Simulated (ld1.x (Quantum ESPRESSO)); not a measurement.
How hard is this Hg (Z = 80) TM potential?

ld1.x (Quantum ESPRESSO) 7.5 input, shortened:

```
&input
   title='Hg', zed=80., rel=1, dft='PBE', iswitch=3,
   config='[Xe] 4f14 5d10 5f-2 6s2 6p0'
 /
 &inputp
   pseudotype=2, tm=.true., lloc=-1, rcloc=1.25,
   nlcc=.false.
 /
4
5S  1  0   2.00   0.00  0.95  0.95  0.0
5P  2  1   6.00   0.00  1.00  1.00  0.0
5D  3  2  10.00   0.00  1.75  1.75  0.0
5F  4  3  -2.00   0.05  1.60  1.60  0.0
 &test
   configts(1)='5s2 5p6 5d10 6s2 6p0'
 /
```

Occupied shells without a wave of their own: 6s. They enter only through the test configuration that unscreens the potential.

The pseudo-atom Hamiltonian at the reference potential is diagonalised in spherical Bessel functions j_l(qr) that vanish at 20 bohr, with q² up to the cutoff. All-electron valence levels (Ry): 5s -8.6862, 6s -0.5010, 5p -4.8888, 6p -0.0769, 5d -0.7247.

Problem. How do the lowest levels (Ry) of each channel move with the cutoff, and are there ghosts?

Solution.

```csv
cutoff (Ry),s #1,s #2,p #1,p #2,d #1,f #1,f #2,Σ f·Δε (mRy)
8,-7.2793,-0.3692,-3.0553,-0.0170,0.0371,0.1155,0.2439,21726.3
15,-7.3780,-0.4225,-4.4569,-0.0582,-0.2761,0.1155,0.2439,9880.4
25,-7.7573,-0.4345,-4.6939,-0.0737,-0.6155,0.1155,0.2439,4282.4
35,-8.2409,-0.4680,-4.7117,-0.0742,-0.7093,0.1155,0.2439,2204.1
50,-8.5755,-0.4970,-4.8023,-0.0761,-0.7244,0.1155,0.2438,781.2
70,-8.6156,-0.5003,-4.8720,-0.0781,-0.7246,0.1155,0.2438,274.5
100,-8.6417,-0.5064,-4.8815,-0.0783,-0.7247,0.1155,0.2438,152.3
140,-8.6808,-0.5149,-4.8867,-0.0786,-0.7247,0.1155,0.2438,26.4
180,-8.6832,-0.5154,-4.8886,-0.0787,-0.7247,0.1155,0.2438,9.3
260,-8.6860,-0.5160,-4.8888,-0.0787,-0.7247,0.1155,0.2438,1.1
400,-8.6863,-0.5160,-4.8888,-0.0787,-0.7247,0.1155,0.2438,0.0
```

Result: no extra level below or beside the all-electron valence levels (s, p, d, f tested); 10 mRy is reached at 180 Ry and 1 mRy at 300 Ry.

Its largest configuration-test error is -1096 meV.
